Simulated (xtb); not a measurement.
Job for xtb: GFN1-xTB on H2SSn (SMILES [SH][SnH]), a point of a torsion scan.

```
$ xtb mol.xyz --gfn 1 --sp --chrg 0 --uhf 0
4

S     -1.16856749     0.49035528     0.52263329
Sn     1.01362367     0.70690760    -0.50741474
H     -1.61274860    -0.48597692    -0.26555701
H      1.80161028     1.25991065     1.05131936
```

Output:

```
[...]
           -------------------------------------------------
          |                Calculation Setup                |
           -------------------------------------------------



           -------------------------------------------------
          |                 G F N 1 - x T B                 |
           -------------------------------------------------

        Reference                      10.1021/acs.jctc.7b00118
      * Hamiltonian:
        H0-scaling (s, p, d)           1.850000    2.250000    2.000000
        zeta-weighting                 0.000000
      * Dispersion:
        s8                             2.400000
        a1                             0.630000
        a2                             5.000000
        s9                             0.000000
      * Repulsion:
        kExp                           1.500000
        rExp                           1.000000
      * Coulomb:
        alpha                          2.000000
        third order                    atomic
        anisotropic                    false
      * Halogen bond correction:
        rad-scale                      1.300000
        damping                        0.440000


          ...................................................
          :                      SETUP                      :
          :.................................................:
          :  # basis functions                  24          :
          :  # atomic orbitals                  22          :
          :  # shells                           10          :
          :  # electrons                        12          :
          :  # halogen bonds                     0          :
          :  max. iterations                   250          :
          :  Hamiltonian                  GFN1-xTB          :
          :  restarted?                      false          :
          :  GBSA solvation                  false          :
          :  PC potential                    false          :
          :  electronic temp.          300.0000000     K    :
          :  accuracy                    1.0000000          :
          :  -> integral cutoff          0.2500000E+02      :
          :  -> integral neglect         0.1000000E-07      :
          :  -> SCF convergence          0.1000000E-05 Eh   :
          :  -> wf. convergence          0.2000000E-04 e    :
          :  Broyden damping             0.4000000          :
          :  net charge                          0          :
          :  unpaired electrons                  0          :
          ...................................................

 iter      E             dE          RMSdq      gap      omega  full diag
   1     -7.2350723 -0.723507E+01  0.252E+00    2.23       0.0  T
   2     -7.2806468 -0.455745E-01  0.355E+00    3.71       1.0  T
   3     -7.2923744 -0.117277E-01  0.225E+00    3.44       1.0  T
   4     -7.2961750 -0.380058E-02  0.164E-01    3.07       1.0  T
   5     -7.2963286 -0.153637E-03  0.145E-01    3.16       1.0  T
   6     -7.2963643 -0.356620E-04  0.884E-03    3.14       5.7  T
   7     -7.2963644 -0.507799E-07  0.679E-03    3.13       7.4  T
   8     -7.2963645 -0.122089E-06  0.550E-05    3.13     908.6  T
   9     -7.2963645 -0.100977E-10  0.582E-06    3.13    8589.3  T

   *** convergence criteria satisfied after 9 iterations ***

         #    Occupation            Energy/Eh            Energy/eV
      -------------------------------------------------------------
         1        2.0000           -0.9270071             -25.2251
         2        2.0000           -0.8242492             -22.4290
         3        2.0000           -0.5074017             -13.8071
         4        2.0000           -0.4398848             -11.9699
         5        2.0000           -0.4101766             -11.1615
         6        2.0000           -0.3966949             -10.7946 (HOMO)
         7                         -0.2815539              -7.6615 (LUMO)
         8                         -0.2028041              -5.5186
         9                         -0.1562672              -4.2522
        10                         -0.1276716              -3.4741
        11                         -0.0874726              -2.3803
       ...                                ...                  ...
        22                          0.7396067              20.1257
      -------------------------------------------------------------
                  HL-Gap            0.1151410 Eh            3.1331 eV
             Fermi-level           -0.3391244 Eh           -9.2280 eV

 SCC (total)                   0 d,  0 h,  0 min,  0.004 sec
 SCC setup                      ...        0 min,  0.000 sec (  2.195%)
 Dispersion                     ...        0 min,  0.000 sec (  0.900%)
 classical contributions        ...        0 min,  0.000 sec (  0.660%)
 integral evaluation            ...        0 min,  0.001 sec ( 25.957%)
 iterations                     ...        0 min,  0.001 sec ( 33.562%)
 molecular gradient             ...        0 min,  0.001 sec ( 32.742%)
 printout                       ...        0 min,  0.000 sec (  3.563%)

         :::::::::::::::::::::::::::::::::::::::::::::::::::::
         ::                     SUMMARY                     ::
         :::::::::::::::::::::::::::::::::::::::::::::::::::::
         :: total energy              -7.282414983106 Eh    ::
         :: gradient norm              0.014647371268 Eh/a0 ::
         :: HOMO-LUMO gap              3.133145967363 eV    ::
         ::.................................................::
         :: SCC energy                -7.296364478973 Eh    ::
         :: -> electrostatic           0.009808555588 Eh    ::
         :: repulsion energy           0.015008764634 Eh    ::
         :: dispersion energy         -0.001059268766 Eh    ::
         :: halogen bond corr.         0.000000000000 Eh    ::
         :: add. restraining           0.000000000000 Eh    ::
         :: total charge               0.000000000000 e     ::
         :::::::::::::::::::::::::::::::::::::::::::::::::::::

           -------------------------------------------------
          |                Property Printout                |
           -------------------------------------------------

    * Orbital Energies and Occupations

         #    Occupation            Energy/Eh            Energy/eV
      -------------------------------------------------------------
         1        2.0000           -0.9270071             -25.2251
         2        2.0000           -0.8242492             -22.4290
         3        2.0000           -0.5074017             -13.8071
         4        2.0000           -0.4398848             -11.9699
         5        2.0000           -0.4101766             -11.1615
         6        2.0000           -0.3966949             -10.7946 (HOMO)
         7                         -0.2815539              -7.6615 (LUMO)
         8                         -0.2028041              -5.5186
         9                         -0.1562672              -4.2522
        10                         -0.1276716              -3.4741
        11                         -0.0874726              -2.3803
        12                         -0.0854169              -2.3243
        13                         -0.0494903              -1.3467
        14                         -0.0364413              -0.9916
        15                         -0.0196512              -0.5347
        16                         -0.0013823              -0.0376
        17                          0.0061330               0.1669
       ...                                ...                  ...
        22                          0.7396067              20.1257
      -------------------------------------------------------------
Note: The following floating-point exceptions are signalling: IEEE_DENORMAL
normal termination of xtb
                  HL-Gap            0.1151410 Eh            3.1331 eV
             Fermi-level           -0.3391244 Eh           -9.2280 eV

  Mulliken/CM5 charges         n(s)   n(p)   n(d)
     1S    -0.23923 -0.32470   1.927  4.321 -0.008
     2Sn    0.24525  0.22671   1.986  1.615  0.153
     3H     0.11546  0.18463   0.885  0.000  0.000
     4H    -0.12148 -0.08664   1.121  0.000  0.000

Wiberg/Mayer (AO) data.
largest (>0.10) Wiberg bond orders for each atom

 ---------------------------------------------------------------------------
     #   Z sym  total        # sym  WBO       # sym  WBO       # sym  WBO
 ---------------------------------------------------------------------------
     1  16 S    2.282 --     2 Sn   1.302     3 H    0.967
     2  50 Sn   2.291 --     1 S    1.302     4 H    0.968
     3   1 H    0.996 --     1 S    0.967
     4   1 H    0.987 --     2 Sn   0.968
 ---------------------------------------------------------------------------

Topologies differ in total number of bonds
Writing topology from bond orders to xtbtopo.mol

 dipole moment from electron density (au)
     X       Y       Z
   0.5017  -0.4438  -1.4939  total (Debye):    4.161


           -------------------------------------------------
          | TOTAL ENERGY               -7.282414983106 Eh   |
          | GRADIENT NORM               0.014647371268 Eh/α |
          | HOMO-LUMO GAP               3.133145967363 eV   |
           -------------------------------------------------

------------------------------------------------------------------------
------------------------------------------------------------------------
 total:
 SCF:
```

The run finished.

Cost: very roughly 0.03 core-seconds.
